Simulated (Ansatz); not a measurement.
Cost and result up the ladder for Si(vinyl)4 (C8H12Si) (21 atoms). Total charge 0; singlet. Geometry: r2SCAN-D4/def2-SVP.

```xyz
21

Si    0.0351    0.0627    0.0100
C    -0.7691   -1.0346    1.3098
C    -0.1953   -2.1115    1.8712
H    -1.8041   -0.7988    1.5989
H     0.8340   -2.4102    1.6337
H    -0.7255   -2.7462    2.5927
C     1.8548    0.3308    0.3977
C     2.4428    0.1462    1.5903
H     2.4806    0.7038   -0.4278
H     1.8813   -0.2245    2.4572
H     3.5075    0.3567    1.7539
C    -0.8348    1.7307   -0.0213
C    -1.9997    1.9759   -0.6435
H    -0.3790    2.5548    0.5478
H    -2.5169    1.2059   -1.2305
H    -2.4929    2.9552   -0.5954
C    -0.0983   -0.7867   -1.6618
C    -0.3613   -0.1868   -2.8337
H     0.0912   -1.8711   -1.6727
H    -0.5626    0.8901   -2.8966
H    -0.3877   -0.7425   -3.7798
```

Ansatz on 2 threads of AMD EPYC 7R13 on a shared host and a share (18 GiB) of an NVIDIA H100 80GB HBM3. Times are rough, and most runs start from the orbitals of an earlier one. r2SCAN0-D4/def2-TZVP serves as the yardstick here, not as an exact answer. Differences are given only for rows in sets of like size (and for xTB, whose basis is part of the method), since another set adds its own error. Binding counts from free atoms at the same level (Si triplet, C triplet, H doublet; other spins of the atoms weren't run), without zero-point energy or a counterpoise term.

LC-ωPBE has ω = 0.4 bohr⁻¹. Correlated methods freeze 13 core orbitals. The rows differ in basis, and correlated rows in double-zeta sets carry the largest basis error.

Run but left out: HF/STO-3G (restricted singlet, unstable in another Hartree–Fock run and untested here).

Correlated methods converge slowly with the basis, most of all in double-zeta sets.

```csv
level,functions,wall time
PBE0-D4/def2-SVP,190,11 s
MP2/def2-TZVP,357,14 s
PBE-D4/def2-SVP,190,14 s
PBE-D4/def2-TZVP,357,15 s
CCSD(T)/def2-SVP,190,16 s
LDA (SPW92)/def2-TZVP,357,16 s
r2SCAN-D4/def2-TZVP,357,17 s
LC-ωPBE/def2-TZVP (with forces),357,17 s
r2SCAN0-D4/def2-TZVP,357,18 s
PBE0-D4/def2-TZVP,357,19 s
```

Q: Estimate what each level gives for the binding energy per atom (eV).

A: 
```json
{"level": "PBE0-D4/def2-SVP", "binding energy per atom (eV)": "4.45", "difference from r2SCAN0-D4/def2-TZVP (eV)": "–", "remarks": "–"}
{"level": "MP2/def2-TZVP", "binding energy per atom (eV)": "4.29", "difference from r2SCAN0-D4/def2-TZVP (eV)": "-0.04", "remarks": "restricted SCF unstable"}
{"level": "PBE-D4/def2-SVP", "binding energy per atom (eV)": "4.51", "difference from r2SCAN0-D4/def2-TZVP (eV)": "–", "remarks": "–"}
{"level": "PBE-D4/def2-TZVP", "binding energy per atom (eV)": "4.48", "difference from r2SCAN0-D4/def2-TZVP (eV)": "0.15", "remarks": "–"}
{"level": "CCSD(T)/def2-SVP", "binding energy per atom (eV)": "4.20", "difference from r2SCAN0-D4/def2-TZVP (eV)": "–", "remarks": "restricted SCF unstable"}
{"level": "LDA (SPW92)/def2-TZVP", "binding energy per atom (eV)": "4.97", "difference from r2SCAN0-D4/def2-TZVP (eV)": "0.64", "remarks": "–"}
{"level": "r2SCAN-D4/def2-TZVP", "binding energy per atom (eV)": "4.39", "difference from r2SCAN0-D4/def2-TZVP (eV)": "0.06", "remarks": "–"}
{"level": "LC-ωPBE/def2-TZVP (with forces)", "binding energy per atom (eV)": "4.35", "difference from r2SCAN0-D4/def2-TZVP (eV)": "0.02", "remarks": "–"}
{"level": "r2SCAN0-D4/def2-TZVP", "binding energy per atom (eV)": "4.33", "difference from r2SCAN0-D4/def2-TZVP (eV)": "0.00", "remarks": "–"}
{"level": "PBE0-D4/def2-TZVP", "binding energy per atom (eV)": "4.41", "difference from r2SCAN0-D4/def2-TZVP (eV)": "0.08", "remarks": "–"}
```
